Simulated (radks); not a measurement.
Values are calculated unless marked as measured or tabulated.
Spherical quantum dot in the effective-mass picture: electrons in a parabolic well V = omega^2 r^2 / 2 with omega = 0.0883, all in effective atomic units (hartree* = m*/eps^2 hartree, bohr* = eps/m* bohr), one dielectric constant everywhere. Level of theory: non-relativistic Kohn-Sham, LDA (Slater exchange, Perdew-Wang correlation), spin-polarised, spherical densities (a radial shooting solver with Libxc functionals). Levels are named by radial order and angular momentum (1s, 1p, 1d, 2s, ...), and open shells are averaged over m. Results are scaled to m* = 0.06 and eps = 14.3, for which hartree* = 7.984 meV and bohr* = 12.61 nm.

N = 14, configuration 1s2 1p6 1d(up 5, down 1). This is the lowest configuration that the search found (a dilute case). Occupied and some empty levels:

level    occupation  eigenvalue (meV)  <r> (nm)
1s up             1            12.784     98.38
1s down           1            12.854     94.23
1p up             3            12.953     112.9
1p down           3            13.039     111.9
1d up             5            13.180     122.6
1d down           1            13.271     122.9
2s up             0            13.340     93.41
2s down           0            13.378     95.51
1f up             0            13.457     130.4
1f down           0            13.546     131.2
2p up             0            13.685     107.7
2p down           0            13.733     107.7

Energy (meV): total 108.859, kinetic 5.3585, external 38.496, Hartree 77.754, exchange-correlation -12.749.

Electron density:

r (nm)  n(r) (e/nm^3)
10.7        4.383e-07
22.6        4.901e-07
34.5        5.785e-07
46.4        7.001e-07
58.4        8.466e-07
70.3        1.001e-06
82.2        1.135e-06
94.1        1.212e-06
106         1.190e-06
118         1.049e-06
130         8.056e-07
142         5.286e-07
154         2.898e-07
166         1.299e-07
177         4.815e-08
189         1.446e-08
201         3.619e-09
213         7.365e-10
225         1.264e-10
237         1.756e-11
